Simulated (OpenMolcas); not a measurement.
# C4H4Si (SMILES C#C[SiH2]C#C): the dipole moment, rung by rung

The species is C4H4Si (9 atoms), meant as a singlet with charge 0. SMILES: `C#C[SiH2]C#C`. Geometry: relaxed at PBE0-D4/def2-TZVP.

Each level gives the dipole moment (D). The values are calculated.

```json
{"level": "HF/cc-pVDZ", "kind": "Hartree–Fock", "program": "OpenMolcas", "value (D)": "0.68"}
{"level": "BLYP/cc-pVDZ", "kind": "GGA", "program": "OpenMolcas", "value (D)": "0.53"}
{"level": "PBE/cc-pVDZ", "kind": "GGA", "program": "OpenMolcas", "value (D)": "0.53"}
{"level": "revPBE/cc-pVDZ", "kind": "GGA", "program": "OpenMolcas", "value (D)": "0.54"}
{"level": "r2SCAN/cc-pVDZ", "kind": "meta-GGA", "program": "OpenMolcas", "value (D)": "0.58"}
{"level": "B3LYP/cc-pVDZ", "kind": "global hybrid", "program": "OpenMolcas", "value (D)": "0.54"}
{"level": "BHLYP/cc-pVDZ", "kind": "global hybrid", "program": "OpenMolcas", "value (D)": "0.58"}
{"level": "PBE0/cc-pVDZ", "kind": "global hybrid", "program": "OpenMolcas", "value (D)": "0.56"}
```

The values span 0.53 to 0.68 D. Magnitudes only.
